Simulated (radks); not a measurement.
The numbers below are computed, except where a source is named.
Problem. The mean radii <r> (bohr) of the occupied orbitals of an atom or ion are listed with their occupations. Level of theory: scalar-relativistic Kohn-Sham, PBE, spin-polarised, spherical densities, finite nucleus; Fermi nuclear charge, rms radius of each element as measured or else 0.836 A^(1/3) + 0.57 fm (a radial shooting solver on a logarithmic mesh with Libxc functionals).

| orbital | occ. | <r> |
|---|---|---|
| 1s up | 1 | 0.02274 |
| 1s down | 1 | 0.02274 |
| 2s up | 1 | 0.09701 |
| 2s down | 1 | 0.09701 |
| 2p up | 3 | 0.08547 |
| 2p down | 3 | 0.08547 |
| 3s up | 1 | 0.2550 |
| 3s down | 1 | 0.2548 |
| 3p up | 3 | 0.2534 |
| 3p down | 3 | 0.2532 |
| 3d up | 5 | 0.2311 |
| 3d down | 5 | 0.2308 |
| 4s up | 1 | 0.5794 |
| 4s down | 1 | 0.5792 |
| 4p up | 3 | 0.6135 |
| 4p down | 3 | 0.6133 |
| 4d up | 5 | 0.6710 |
| 4d down | 5 | 0.6714 |
| 5s up | 1 | 1.403 |
| 5s down | 1 | 1.424 |
| 5p up | 3 | 1.648 |
| 5p down | 3 | 1.678 |
| 4f up | 6 | 0.9876 |
| 6s up | 1 | 3.860 |

Name the element and its charge. Open shells, if any, are filled with parallel spins first.

Solution. Z = 62, samarium, charge +1: Sm+ in [Xe] 4f6 6s1. The 1s radius gives Z: for a bare nucleus <r> = (2 gamma + 1)/(2Z) with gamma = sqrt(1 - (Z/c)^2), 0.02245 bohr for Z = 62, and screening makes it slightly larger (0.02274 here). The occupations add up to 61, and the charge is Z minus that.
